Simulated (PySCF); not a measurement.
A side-by-side comparison of computed properties.

First species: C2HF4P.
Numbering: `[H]/[P:3]=[C:2](/[F:1])[C:4]([F:5])([F:6])[F:7]` (hydrogens: H8 on P3)

Cartesian coordinates in Å at the GFN2-xTB level; atoms count from 1:
```xyz
8
C2HF4P angstrom
F     -0.1839    1.9659   -0.1253
C      0.3255    0.7181   -0.1136
P      1.9689    0.4962   -0.3579
C     -0.7456   -0.3053    0.1405
F     -1.3038   -0.1764    1.3515
F     -0.2444   -1.5500    0.0792
F     -1.7387   -0.2435   -0.7536
H      1.9311   -0.8956   -0.2453
```

Second species: N-ethylmethylamine, C3H9N.
SMILES: `CCNC`

Levels: CAM-B3LYP/def2-SVPD for dipole moment, HOMO energy, LUMO energy, HOMO–LUMO gap, static isotropic polarisability and electronic spatial extent ⟨r²⟩ about the centre of nuclear charge; TDDFT CAM-B3LYP/def2-SVPD for lowest singlet excitation; TDA CAM-B3LYP/def2-SVPD for lowest triplet excitation (Tamm–Dancoff); GFN2-xTB for rotational constant A and rotational constant C. Geometries: GFN2-xTB. Each structure is a single optimised conformer of the isolated species, non-relativistic unless stated. Electronic properties by PySCF.

The conformers computed, where there is a choice (atom-mapped SMILES and torsion angles):
- `[H]/[P:3]=[C:2](/[F:1])[C:4]([F:5])([F:6])[F:7]`: F1–C2–C4–F5 -64°
- `[CH3:1][CH2:2][NH:3][CH3:4]`: C1–C2–N3–C4 178°

(1) Which has the higher static isotropic polarisability?

(2) Which of the two has the higher LUMO energy, and by how much?

(3) Which has the higher T1 energy?

(4) Which of the two has the higher dipole moment, and by how much?

(5) Which has the higher HOMO energy?

(6) Which of the two has the higher rotational constant A, and by how much?

(7) Which has the higher ⟨r²⟩?

(8) Which has the higher S1 energy?

Results:

(1) The first: 53.9 au against 48.8 au, a difference of 5.1 au.

(2) The second: 1.46 eV against -1.65 eV, a difference of 3.11 eV.

(3) The second: 5.80 eV against 2.60 eV, a difference of 3.20 eV.

(4) The first: 1.98 D against 0.98 D, a difference of 1.00 D.

(5) The second: -7.82 eV against -9.67 eV, a difference of 1.85 eV.

(6) The second: 26.253 GHz against 3.225 GHz, a difference of 23.028 GHz.

(7) The first: 806 bohr² against 391 bohr², a difference of 415 bohr².

(8) The second: 6.03 eV against 5.00 eV, a difference of 1.03 eV.

On the first: The polarisability is 7.98 Å³ as a volume (1 au = 0.148185 Å³), or 0.84 au for each of the 64 electrons. In atomic units the dipole is 0.78 e·bohr (1 au = 2.5417 D).

On the second: The dipole equals about 3.3 × 10⁻³⁰ C·m (1 D = 3.33564 × 10⁻³⁰ C·m). The vertical singlet–triplet gap S1 − T1 is 0.23 eV (TDDFT singlet less Tamm–Dancoff triplet; S1: HOMO→LUMO, weight 0.86; T1: HOMO→LUMO, weight 0.80).
